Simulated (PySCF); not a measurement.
# How methods differ on the fine-structure interval of Tl

Tl [Xe] 4f14 5d10 6s2 6p1 [6p1/2^1, M_J = 1/2] → Tl [Xe] 4f14 5d10 6s2 6p1 [6p3/2^1, M_J = 3/2], as a difference of total energies. All numbers are calculated (PySCF 2.14, the two-component X2C-1e Hamiltonian, in x2c-SVPall-2c). Correlated levels: [Kr] 4d10 4f14 frozen; the 22 highest virtual spinors dropped. "Screened" scales the spin-orbit matrix elements by Boettger's factors to mimic the two-electron term; Breit and QED terms are absent.

```tsv
method	fine-structure interval (cm⁻¹)	error (cm⁻¹)
GHF (screened spin-orbit)	8376.6	+584
GMP2 (screened spin-orbit)	7127.1	-666
GHF (bare spin-orbit)	8591.9	+799
```

Reference: 7792.7 cm⁻¹ (measured; NIST Handbook of Basic Atomic Spectroscopic Data (Sansonetti and Martin, J. Phys. Chem. Ref. Data 34, 1559 (2005))).

Errors of the correlated levels include the incompleteness of this basis and the frozen core.
